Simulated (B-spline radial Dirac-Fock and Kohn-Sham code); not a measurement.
# Ba⁴¹⁺: eigenvalues, ΔSCF and the reference

System: Ba⁴¹⁺ in the configuration [Ne] 3s2 3p3.

The density-functional columns are spherical, spin-unpolarised Dirac-Kohn-Sham results without Breit or QED terms: −ε is minus the orbital energy of the initial state and ΔSCF the difference of two total energies. The reference in the last column comes from ΔSCF Dirac-Fock with Breit, self-energy and vacuum polarisation, finite nucleus, configuration average. All numbers are from a radial B-spline solver, in eV; a selection of levels is shown. For the 1s level of heavy atoms much of the gap between ΔSCF and the reference is the Breit and QED part, -139.4 eV here; for other levels the error of the functional can be larger.

```
level   LDA −ε  LDA ΔSCF  Dirac-Fock
    K  39728.4   40157.7     40027.7
   L1   8306.1    8410.5      8451.0
   L3   7607.9    7725.3      7719.4
   M1   3250.8    3294.4      3294.3
 M2,3   3074.0    3119.1      3113.7
```

Values without a named source are computed, but for edge energies of neutral atoms, which are taken from tables.
